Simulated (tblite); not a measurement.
Species: C₈H₅ (doublet state).
Cartesian coordinates in Å at the GFN2-xTB level; atoms count from 1:
```xyz
13
C8H5 angstrom
C      3.4573    3.4229    0.5672
C      2.7095    2.4766    0.3937
C      1.8999    1.4463    0.1996
C      1.1226    0.4801    0.0210
C      0.3391   -0.5200   -0.1705
C     -0.4882   -1.5252   -0.3551
C     -1.8995   -1.4762   -0.0586
C     -2.7200   -2.5074   -0.2503
H      4.0970    4.2390    0.7180
H     -0.1115   -2.4628   -0.7551
H     -2.2737   -0.5412    0.3374
H     -2.3675   -3.4470   -0.6437
H     -3.7696   -2.4458   -0.0214
```

Computed with GFN2-xTB (tblite): harmonic, unscaled wavenumbers at the GFN2-xTB geometry, gas phase. The method is semi-empirical: single wavenumbers can be off by several per cent or more. One conformer, not necessarily the lowest. Open shells enter through the occupations alone, without spin polarisation, and single modes of such species can be off by tens of per cent.

Harmonic wavenumbers (cm⁻¹): 46.2, 72.4, 130.4, 132.8, 234.4, 277.5, 293.4, 337.2, 354.2, 419.2, 419.3, 528.8, 580.4, 607.3, 708.4, 766.0, 872.7, 940.2, 1006.1, 1121.4, 1196.0, 1263.7, 1335.9, 1410.6, 1633.1, 1847.3, 2027.6, 2131.7, 2973.8, 3063.1, 3099.4, 3133.0, 3402.8.

A = 26255, B = 594.1, C = 581.0 MHz; mass 101.039 u (most abundant isotopes); point group Cs, symmetry number 1; spin multiplicity 2.

Task: Zero-point energy?

Result: ½Σν̃ = 19183 cm⁻¹ = 54.85 kcal/mol.

Task: Entropy at 400 K, 1 bar (ideal gas, RRHO, classical rotation)?

Result: Translation 41.23, rotation 28.84, vibration 35.02, spin (R ln 2) 1.38: S = 106.5 cal/(mol K).

Task: And Cp and H(400 K) − H(0)?

Result: Cp = 39.84 cal/(mol K), of which vibrations give 31.89 (their classical limit is 33 R = 65.6); H(400 K) − H(0) = 10.30 kcal/mol without the zero-point energy, 7.13 from vibrations.

Task: What must be added to the electronic energy to get the Gibbs energy at 400 K and 1 bar?

Result: ZPE + [H(400 K) − H(0)] − T·S = 54.85 + 10.30 − 42.59 = 22.56 kcal/mol.

Task: Which modes carry the vibrational entropy at 400 K?

Result: 46.2 cm⁻¹: 5.56; 72.4 cm⁻¹: 4.67; 130.4 cm⁻¹: 3.51; 132.8 cm⁻¹: 3.47; 234.4 cm⁻¹: 2.38; 277.5 cm⁻¹: 2.07 cal/(mol K); the other 27 give 13.36 together.

Task: Blend soft modes into free rotors: weight 1/[1 + (100 cm⁻¹/ν̃)⁴] for the oscillator and the rest for a rotor with moment μB/(μ + B), μ = h/(8π²ν), B = 10⁻⁴⁴ kg m². What vibrational entropy results?

Result: 32.21 cal/(mol K) in place of 35.02, which changes −T·S at 400 K by +1.13 kcal/mol.

Task: How do the functions run with temperature in this model?

Result: 
```
 T (K)  S (cal/(mol K))  Cp (cal/(mol K))  H − H(0) (kcal/mol)  G − H(0) (kcal/mol)  ln q(vib)
   150             76.3              22.7                 2.27                -9.18       2.76
   250             89.9              30.8                 4.97               -17.51       5.17
298.15             95.6              34.1                 6.53               -21.98       6.32
   600            124.3              48.2                19.16               -55.43      12.91
   900            145.5              56.2                34.91               -96.03      18.50
```

q(vib) and H(0) count from the zero-point level.

Hindered rotation and anharmonicity are outside this model. Other conformers, if any are populated, would add a mixing term that is left out.

Hardware: Arm Neoverse V1, one thread, shared host with 32 logical CPUs at a one-minute load of 10. Cost: 0.33 s wall. The figure is for the frequency step alone.
